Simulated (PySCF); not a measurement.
## From a computed spectrum to the compound

A species of 5 atoms with charge 0 has these harmonic modes (PBE0, small Gaussian bases with core potentials, PySCF 2.14.0):

```json
{"cm⁻¹": "104", "km/mol": "0.0", "symmetry": "e"}
{"cm⁻¹": "104", "km/mol": "0.0", "symmetry": "e"}
{"cm⁻¹": "106", "km/mol": "3.8", "symmetry": "t2"}
{"cm⁻¹": "106", "km/mol": "3.8", "symmetry": "t2"}
{"cm⁻¹": "106", "km/mol": "3.8", "symmetry": "t2"}
{"cm⁻¹": "386", "km/mol": "0.0", "symmetry": "a1"}
{"cm⁻¹": "404", "km/mol": "80.4", "symmetry": "t2"}
{"cm⁻¹": "404", "km/mol": "80.4", "symmetry": "t2"}
{"cm⁻¹": "404", "km/mol": "80.4", "symmetry": "t2"}
```

(1) Which species is it, and in which structure?

Answers

(1) HfCl4 (singlet):
```xyz
5

Hf    0.0000    0.0000    0.0000
Cl    1.3439    1.3439    1.3439
Cl   -1.3439   -1.3439    1.3439
Cl    1.3439   -1.3439   -1.3439
Cl   -1.3439    1.3439   -1.3439
```
Ideal gas at 298.15 K and 1 bar: S = 372.5 J/(mol K), Cp = 98.6 J/(mol K), H − H(0 K) = 22.7 kJ/mol (rigid rotor, harmonic modes, spin degeneracy alone). 
 This is one of several that fit.
